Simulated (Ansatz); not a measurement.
Coupled-cluster run, CH4ClF3MoO2, SMILES `C[O][Mo]([OH])([F])([F])([F])[Cl]`.

```yaml
crystal:
  periodic: [false, false, false]
  atoms:
    - {symbol: C, position_ang: [1.659778, -1.071685, 0.241353]}
    - {symbol: O, position_ang: [0.971354, 0.125636, 0.055893]}
    - {symbol: Mo, position_ang: [-0.658947, 0.872204, -0.010838]}
    - {symbol: O, position_ang: [-1.119087, -0.534317, -1.156206]}
    - {symbol: F, position_ang: [-2.470737, 1.243275, -0.127663]}
    - {symbol: F, position_ang: [-0.432472, 2.367289, 1.048419]}
    - {symbol: F, position_ang: [-0.255024, 2.020003, -1.398960]}
    - {symbol: Cl, position_ang: [-1.138969, -0.290795, 1.934844]}
    - {symbol: H, position_ang: [1.349219, -1.776973, -0.534856]}
    - {symbol: H, position_ang: [1.394246, -1.465360, 1.228716]}
    - {symbol: H, position_ang: [2.731292, -0.878131, 0.178808]}
    - {symbol: H, position_ang: [-2.030663, -0.611147, -1.459499]}
basis:
  gaussian: {orbitals: def2-TZVPP}
correlation: {method: ccsd_t}
output: {orbitals: {seedname: orbitals}}
```

```sh
$ ansatz run in.yaml --threads 2 --pin off --events-out ev --progress --plain --max-ram 32768MiB --backend cuda --devices 0, --max-vram 18GiB
```

Output of Ansatz, abridged:

```
Functional definition: HF
  name "HF"
  cite "Fock, Z. Phys. 61, 126 (1930) doi:10.1007/BF01340294"
  parent pbe
  exchange = exact_x
  correlation = 0
2182 factors; integrals over basis functions are off by at most 1.1e-3 eV
mean field evaluation 1: about -27621.1142 eV, gradient 9.0e1 eV
mean field evaluation 2: about -27621.5771 eV, gradient 9.0e1 eV
mean field evaluation 4: about -27635.2088 eV, gradient 1.3e1 eV
mean field evaluation 8: about -27635.5587 eV, gradient 1.8e0 eV
mean field evaluation 16: about -27635.5684 eV, gradient 1.4e-6 eV
mean field -27635.56838407 eV, -1015.5884060536 hartree, gradient 1.5e-6 eV, S^2 0.000000; 1 other end points of the search recorded, 0 dependent functions left out
11 core orbitals not correlated: weight in the atoms' cores, before any rotation towards them, 1.000 or more for the frozen orbitals, at most 0.000 for the correlated occupied ones
reference -27635.56838407 eV, -1015.5884060536 hartree; 31, 31 occupied and 298, 298 virtual orbitals, 2182 factors
second order -60.63580332 eV of doubles, -0.00000000 eV of singles
cycle   1  -56.15702025 eV  change     4.5e0 eV  update   3.8e-1
cycle   2  -58.76491491 eV  change    -2.6e0 eV  update   3.0e-1
cycle   3  -59.30358403 eV  change   -5.4e-1 eV  update   6.7e-2
cycle   4  -59.36039518 eV  change   -5.7e-2 eV  update   3.3e-2
cycle   5  -59.30235056 eV  change    5.8e-2 eV  update   1.4e-2
cycle   6  -59.29077727 eV  change    1.2e-2 eV  update   5.0e-3
cycle   7  -59.29570587 eV  change   -4.9e-3 eV  update   2.6e-3
cycle   8  -59.29597688 eV  change   -2.7e-4 eV  update   1.3e-3
cycle   9  -59.29526695 eV  change    7.1e-4 eV  update   6.7e-4
cycle  10  -59.29652928 eV  change   -1.3e-3 eV  update   3.7e-4
cycle  11  -59.29647713 eV  change    5.2e-5 eV  update   1.8e-4
cycle  12  -59.29593092 eV  change    5.5e-4 eV  update   1.1e-4
cycle  13  -59.29603872 eV  change   -1.1e-4 eV  update   6.3e-5
cycle  14  -59.29594649 eV  change    9.2e-5 eV  update   3.9e-5
cycle  15  -59.29594669 eV  change   -2.0e-7 eV  update   1.8e-5
perturbative correction -3.06840527 eV, -0.1127618137 hartree
Total energy: -27697.93273603 eV, -1017.8802537161 hartree
```

Run time 35 s (2 threads of an AMD EPYC 7R13 on a shared host and a share of an NVIDIA H100 80 GB); peak host memory 1.8 GiB.

MP2 recovers 97.2 % of the CCSD(T) correlation energy and the triples give 4.9 %; T1 = 0.0248.
